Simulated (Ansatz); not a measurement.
`F[SiH2][SiH](Cl)Cl` → `Cl[SiH2]Cl` + `F[SiH]`  (silylene formation by 1,1-elimination)

Computed with Ansatz on PBE0-D4/def2-TZVP structures; ΔE is electronic, products minus reactants. CCSD(T)/CBS adds triple-zeta CCSD(T) − MP2 to the extrapolated MP2 energy (def2 sets, frozen cores). This one scheme is used for every species. DFT in def2-TZVPP. HSE06 is defined as in plane-wave codes. Each species was taken in one conformer, which may not be the lowest.

```
       level  ΔE (eV)
   r2SCAN-D4     2.20
    HSE06-D4     2.17
    BHLYP-D4     2.06
     ωB97M-V     1.86
    PBE-QIDH     2.15
      r2SCAN     2.18
 HF/def2-SVP     1.75
HF/CBS(def2)     1.78
```

Problem. What does CCSD(T)/CBS give? (Estimate.)

Solution. Computed: +1.98 eV. The listed levels differ from it by 0.22, 0.19, 0.08, -0.12, 0.17, 0.20, -0.23, -0.20 eV.

Largest T1 diagnostic among the species: 0.015.

At CCSD(T), def2-SVP lies −0.21 eV from the extrapolated value and def2-TZVPP −0.08 eV. From PBE to PBE0 (25 % exact exchange), in def2-TZVPP and without D4, ΔE moves by +0.10 eV.
